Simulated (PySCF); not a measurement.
Species: C3H8Si.
SMILES with atom numbers: `[CH2:1]1[CH2:2][SiH2:3][CH2:4]1` (hydrogens: H5, H6 on C1; H7, H8 on C2; H9, H10 on Si3; H11, H12 on C4)

Structure used (GFN2-xTB), in Å, numbered top down from 1:
```xyz
12
C3H8Si angstrom
C      0.5055   -0.9844   -0.1019
C      1.1054    0.4371   -0.0755
Si    -0.6382    1.2163    0.0064
C     -0.9778   -0.6576    0.1707
H      0.9423   -1.6474    0.6444
H      0.6342   -1.4488   -1.0787
H      1.7204    0.6654   -0.9430
H      1.7187    0.6070    0.8074
H     -1.1158    1.8346   -1.2318
H     -0.9403    2.0645    1.1599
H     -1.2932   -0.9777    1.1618
H     -1.6600   -1.1097   -0.5457
```

Computed, not measured: TDDFT wB97X-D/def2-SVPD, vertical, gas phase, core orbitals frozen in the response in PySCF.

Kohn–Sham orbitals with the atoms that hold most of them (Löwdin shares over 4%, at most four atoms; ? is withheld):

| orbital | ε (eV) | atoms |
| --- | --- | --- |
| HOMO-3 | -11.61 | C1 34%, C4 23%, C2 23%, Si3 5% |
| HOMO-2 | -10.82 | Si3 15%, C1 14%, C2 11%, C4 11% |
| HOMO-1 | -9.84 | ? |
| HOMO | -9.72 | C2 28%, C4 27%, Si3 22%, H7 5% |
| LUMO | ? | ? |
| LUMO+1 | 2.25 | Si3 38%, C1 9%, C4 8%, C2 8% |
| LUMO+2 | 2.71 | Si3 43%, H9 10%, H10 8%, C1 8% |

(1) Give the leading atoms of the LUMO.

(2) Give the leading atoms of the HOMO-1.

(3) What is the LUMO energy, and the HOMO–LUMO gap?

## Answers

(1) Si3 (bonded to 2 C and 2 H) 34%; H10 (bonded to Si) 12%; C2 (bonded to C, Si and 2 H) 12%; C4 (bonded to C, Si and 2 H) 11%. By element: silicon 34%, carbon 23% or more, hydrogen 12% or more.

(2) Si3 (bonded to 2 C and 2 H) 21%; C1 (bonded to 2 C and 2 H) 20%; C4 (bonded to C, Si and 2 H) 18%; C2 (bonded to C, Si and 2 H) 17%. By element: carbon 55%, silicon 21%.

(3) ε(LUMO) = 1.97 eV; the gap is 11.69 eV (0.4296 hartree).

**Question.** How does S1 compare with the orbital gap of 11.69 eV?

**Answer.** S1 is at 7.13 eV (f = 0.017), 4.56 eV below the gap, made of HOMO-1→LUMO (93%). Its leading pair isn't HOMO and LUMO; the energies of that pair differ by 11.81 eV. 

**Question.** One configuration dominates each of S1, S2, S3 and S4. Which, and how do the shares of the two leading atoms of either orbital change from the occupied to the empty one?

**Answer.** 
- S1 (7.13 eV, f 0.017), HOMO-1→LUMO (93%): Si3 21% → 34%, C1 20% → at most 12%, H10 at most 18% → 12%
- S2 (7.33 eV, f 0.108), HOMO→LUMO (96%): C2 28% → 12%, C4 27% → 11%, Si3 22% → 34%, H10 at most 5% → 12%
- S3 (7.59 eV, f 0.029), HOMO→LUMO+1 (83%): C2 28% → 8%, C4 27% → 8%, Si3 22% → 38%, C1 at most 5% → 9%
- S4 (7.78 eV, f 0.0062), HOMO-1→LUMO+1 (84%): Si3 21% → 38%, C1 20% → 9%
